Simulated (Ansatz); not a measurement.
Reaction: CH6BN (SMILES BNC) → CH5BN (SMILES BN[CH2], doublet) + H (doublet) (the C-H bond breaks)
Each species at its own B3LYP-D3(BJ)/def2-TZVP minimum (Ansatz, an electronic-structure program).

Property: bond dissociation energy (electronic), in kcal/mol. UHF or UKS for unpaired electrons; spin-orbit terms are left out. CBS(X,Y): correlation extrapolated as X^-3, Hartree-Fock from the larger set. A bracket is a step between two methods taken in the basis named. The functionals are non-relativistic, so their misses hold any scalar relativity. Double hybrids freeze cores in their MP2 part. 'core' is core correlation in cc-pwCVTZ, 'X2C' scalar relativity in cc-pVTZ-DK, both at CCSD(T). For partners of very few electrons the exact lower level stands in for a higher one.

CCSD(T)/CBS(cc-pVTZ,cc-pVQZ) + [CCSDT(Q) - CCSD(T)]/cc-pVDZ + core + X2C (Ansatz) gives 101.6 kcal/mol.

### Question
What does PBE/def2-TZVPD (Ansatz) give here, and how do the other levels compare?

### Answer
PBE gives 94.9 kcal/mol, 6.7 kcal/mol below it. Differences of the others: r2SCAN/def2-TZVPD (Ansatz) -7.1; wB97M-V/def2-TZVPD (Ansatz) -1.4; B2PLYP/def2-TZVPD (Ansatz) -3.5; CCSD(T)/CBS(cc-pVTZ,cc-pVQZ) + core + X2C (Ansatz) 0.1 kcal/mol. Nearer than PBE: wB97M-V/def2-TZVPD, B2PLYP/def2-TZVPD, CCSD(T)/CBS(cc-pVTZ,cc-pVQZ) + core + X2C.
